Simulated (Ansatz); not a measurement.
The cluster K₆S₃. Charge 0, multiplicity 1. Geometry r2SCAN-D4/def2-SVP.

Cartesian coordinates in Å:
```
K 2.5132 -0.7770 -3.6680
K -0.7206 -1.9833 -0.6944
K -1.4573 1.6592 0.1681
K 1.7813 3.1523 -2.6561
K 2.2634 0.2915 0.6418
K -2.0663 -1.4338 4.3864
S -2.4930 -0.8740 1.5354
S -0.3804 -0.5871 2.1454
S 0.5597 0.5522 -1.8587
```

The restricted singlet is unstable towards broken spin symmetry in Hartree–Fock (as tested in another run); at PBE-D4/def2-TZVP, PBE-D4/def2-TZVPD, B97M-V/def2-TZVP, PBE0-D4/def2-TZVP and others this wasn't settled. The structure comes from a short search, and lower isomers may exist.

Problem. Estimate the orbital energies around the gap (eV) in Ansatz with PBE-D4/def2-TZVP, PBE-D4/def2-TZVPD, B97M-V/def2-TZVP, PBE0-D4/def2-TZVP, PBE0-D4/def2-TZVPD.

Solution. 
```
orbital  PBE-D4/def2-TZVP  PBE-D4/def2-TZVPD  B97M-V/def2-TZVP  PBE0-D4/def2-TZVP  PBE0-D4/def2-TZVPD
 HOMO−9            -12.84             -12.87            -13.73             -14.80              -14.82
 HOMO−8             -6.65              -6.67             -6.92              -7.76               -7.78
 HOMO−7             -5.70              -5.72             -5.99              -7.04               -7.06
 HOMO−6             -5.52              -5.54             -5.81              -6.85               -6.87
 HOMO−5             -3.86              -3.89             -4.02              -4.91               -4.93
 HOMO−4             -3.86              -3.88             -3.98              -4.76               -4.78
 HOMO−3             -3.76              -3.78             -3.92              -4.73               -4.75
 HOMO−2             -3.51              -3.53             -3.68              -4.48               -4.51
 HOMO−1             -3.34              -3.37             -3.58              -4.47               -4.49
   HOMO             -1.92              -1.94             -1.93              -2.09               -2.10
   LUMO             -1.65              -1.66             -1.64              -1.23               -1.26
 LUMO+1             -1.32              -1.35             -1.37              -0.95               -0.99
 LUMO+2             -1.22              -1.26             -1.27              -0.75               -0.78
 LUMO+3             -0.99              -1.05             -1.02              -0.55               -0.64
 LUMO+4             -0.68              -0.81             -0.78              -0.26               -0.34
 LUMO+5             -0.66              -0.72             -0.55               0.00               -0.30
```
